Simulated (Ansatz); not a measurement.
```yaml
crystal:
  periodic: [false, false, false]
  atoms:
    - {symbol: F, position_ang: [0.356114, -2.327366, 0.625018]}
    - {symbol: C, position_ang: [0.069729, -1.094274, 0.293971]}
    - {symbol: C, position_ang: [-1.025531, -0.449311, -0.100523]}
    - {symbol: F, position_ang: [-2.289634, -0.758025, -0.237802]}
    - {symbol: C, position_ang: [-0.317247, 0.842717, -0.329372]}
    - {symbol: F, position_ang: [-0.748416, 1.893817, 0.438783]}
    - {symbol: C, position_ang: [0.944636, 0.110153, 0.208890]}
    - {symbol: F, position_ang: [1.984934, 0.019620, -0.680156]}
    - {symbol: H, position_ang: [-0.211842, 1.183861, -1.361453]}
    - {symbol: H, position_ang: [1.320356, 0.527510, 1.145545]}
basis:
  gaussian: {orbitals: pcseg-2}
total_charge: -1
magnetization: {spin_polarized: true, initial_magnetization: 1}
hamiltonian: {xc: {name: PBE}, pseudopotentials: {relativity: scalar}}
output: {forces: true}
```

```sh
$ ansatz run in.yaml --threads 4 --pin off --events-out ev --progress --plain --max-ram 11315MiB
```

Shortened log:

```
Functional definition: PBE
1364 factors; their error is unknown
mean field evaluation 1: about -15037.5503 eV, gradient 4.5e1 eV
mean field evaluation 2: about -15009.9375 eV, gradient 8.8e1 eV
mean field evaluation 4: about -15045.7331 eV, gradient 1.0e1 eV
mean field evaluation 8: about -15046.2593 eV, gradient 3.3e-1 eV
mean field evaluation 16: about -15046.1724 eV, gradient 1.0e-3 eV
mean field -15046.17241528 eV, -552.9366375995 hartree, gradient 1.2e-5 eV, S^2 0.751392; 7 other end points of the search recorded, 0 dependent functions left out
reference -15046.17246227 eV, -552.9366393264 hartree; 32, 31 occupied and 236, 237 virtual orbitals, 1364 factors
Total energy: -15046.17246227 eV, -552.9366393264 hartree
Relativity: scalar
Atom 0 at     0.356114    -2.327366     0.625018 Å, force     0.360068    -2.506291     1.153326 eV/Å
Atom 1 at     0.069729    -1.094274     0.293971 Å, force     2.999095     0.868299    -0.914234 eV/Å
Atom 2 at    -1.025531    -0.449311    -0.100523 Å, force    -0.418166     3.201497     0.403085 eV/Å
Atom 3 at    -2.289634    -0.758025    -0.237802 Å, force    -2.527509    -0.911350    -0.723887 eV/Å
Atom 4 at    -0.317247     0.842717    -0.329372 Å, force    -0.621450    -1.998364    -0.404151 eV/Å
Atom 5 at    -0.748416     1.893817     0.438783 Å, force    -0.459878     1.655216     0.726977 eV/Å
Atom 6 at     0.944636     0.110153     0.208890 Å, force    -1.472951    -1.304572     0.819088 eV/Å
Atom 7 at     1.984934     0.019620    -0.680156 Å, force     1.597800     0.139197    -0.952560 eV/Å
Atom 8 at    -0.211842     1.183861    -1.361453 Å, force     0.143526     0.458313    -0.459757 eV/Å
Atom 9 at     1.320356     0.527510     1.145545 Å, force     0.399466     0.398056     0.352113 eV/Å
Dipole moment:    -0.304307    -0.479802     0.060305 e Å
```

Hardware: 4 threads of an Arm Neoverse V1 on a shared host. Wall time 13 s, peak host memory 0.6 GiB.
